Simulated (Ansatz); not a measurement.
Relaxation of CH$_{8}$AlN$_{3}$ (13 atoms, charge 0, multiplicity 1), to a largest force component of 0.015 eV/Å in at most 40 steps.

Computed with Ansatz 0.2.0, RKS PBE-D4/def2-SVP.

```xyz
13
Properties=species:S:1:pos:R:3
N -2.177 -0.046 0.305
C -1.020 -0.408 1.001
Al 0.614 0.020 -0.054
N 0.983 -0.735 -1.775
N 1.964 1.185 0.678
H -2.174 1.042 0.103
H -2.225 -0.490 -0.626
H -1.008 -1.482 1.184
H -0.963 0.137 2.021
H 0.937 0.050 -2.426
H 0.043 -1.303 -1.967
H 2.346 0.740 1.576
H 2.702 1.255 -0.004
```

Task: Where does it end, and by what steps?

Result: The forces met the threshold. The force dipped under the threshold on the way, but the program's further checks kept it going. After 26 steps the energy has fallen by 1.141 eV; H12 moved furthest, 0.98 Å.

```
step  energy less start (eV)  largest force component (eV/Å)  accepted
   0                  0.0000                           3.200       yes
   1                 -0.6712                           1.555       yes
   2                 -0.9001                           1.373       yes
   3                 -1.0448                           1.001       yes
   4                 -1.0306                           1.013        no
   5                 -1.1170                           0.290       yes
   6                 -1.1272                           0.199       yes
   7                 -1.1323                           0.053       yes
   8                 -1.1336                           0.017       yes
   9                 -1.1342                           0.033       yes
  10                 -1.1346                           0.095       yes
  11                 -1.1353                           0.058       yes
  12                 -1.1360                           0.048       yes
  13                 -1.1365                           0.149       yes
  14                 -1.1377                           0.094       yes
  15                 -1.1384                           0.020       yes
  16                 -1.1391                           0.018       yes
  17                 -1.1340                           0.313        no
  18                 -1.1198                           0.528        no
  19                 -1.1393                           0.003       yes
  20                 -1.1399                           0.045       yes
  21                 -1.1401                           0.045       yes
  22                 -1.1403                           0.024       yes
  23                 -1.1405                           0.021       yes
  24                 -1.1406                           0.021       yes
  25                 -1.1406                           0.024       yes
  26                 -1.1406                           0.012       yes
```

```xyz
13
Properties=species:S:1:pos:R:3
N -2.098 0.295 0.574
C -0.985 -0.634 0.940
Al 0.658 -0.200 -0.089
N 0.844 -0.805 -1.767
N 1.753 1.102 0.480
H -1.804 1.268 0.742
H -2.268 0.246 -0.441
H -1.339 -1.675 0.770
H -0.836 -0.572 2.040
H 1.548 -0.509 -2.446
H 0.288 -1.564 -2.167
H 1.739 1.488 1.426
H 2.521 1.525 -0.046
```

Whether the end is a true minimum wasn't checked by a vibrational analysis.

The run took 65 s on 2 threads of Arm Neoverse V1 (shared host), peak memory 0.15 GiB.
